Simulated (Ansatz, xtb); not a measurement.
**Relaxing a trial structure of CH7SiSn**

The starting geometry of this gas-phase doublet has its atoms placed at random.

```
atom    x (Å)    y (Å)    z (Å)
   C  -1.7089  -1.2712   0.1846
  Si   0.0667   0.2256   2.3507
  Sn   0.1260   0.0248   0.0404
   H  -0.7924  -1.2581  -1.3537
   H  -0.9192  -0.3514  -1.8929
   H  -0.2278  -0.9605   1.6626
   H  -1.0318  -0.6834   2.2854
   H   0.9617  -0.5328  -1.6154
   H   0.3990   2.4022  -0.1007
   H   0.3269   0.2594  -2.1793
```

**Question.** Guess where an optimisation with r2SCAN-D4/def2-SVP ends from this start.

**Answer.** It loosens into CH5SiSn + H2, which stay close as a complex. Distances that change by over a tenth: Si2–Sn3 (2.32 → 2.55 Å), Sn3–H8 (1.94 → 1.71 Å). Contacts that open: Sn3–H4 (2.11 → 3.02 Å), Sn3–H6 (1.93 → 3.39 Å). Contacts that close: C1–H4 (1.79 → 1.10 Å), Sn3–H9 (2.40 → 1.71 Å), H5–H10 (1.42 → 0.76 Å).

The energy falls by 10.66 eV over 33 steps:

| step | E − E(last) (eV) |
| --- | --- |
| 1 | 10.662 |
| 5 | 3.725 |
| 8 | 1.692 |
| 12 | 0.098 |
| 15 | 0.003 |
| 19 | 0.001 |
| 22 | 0.000 |
| 26 | 0.000 |
| 29 | 0.000 |
| 33 | 0.000 |

Final geometry (Å):

```xyz
10

C    -1.1251   -0.8089   -0.6421
Si    0.0471   -0.3144    2.5830
Sn    0.3421    0.4555    0.1665
H    -1.8451   -1.5699   -0.3082
H    -0.6102   -0.2403   -3.4492
H     0.3120   -1.7864    2.7093
H    -1.3571   -0.0765    3.0550
H     1.8790    0.1084   -0.4981
H    -0.0569    2.0976   -0.0968
H    -0.3856   -0.0103   -4.1376
```

From the same start GFN2-xTB ends elsewhere, in pieces: CH5SiSn + H2.

From so rough a start the end depends on the optimiser's path, so another program may land elsewhere. No frequencies were run, so the end isn't proven a minimum. Open shells are spin-unrestricted. Atoms past krypton carry core potentials, without spin–orbit terms. Run with Ansatz 0.2.0, 2.5 min on 2 threads of Intel(R) Xeon(R) Platinum 8488C (Sapphire Rapids) (shared host).
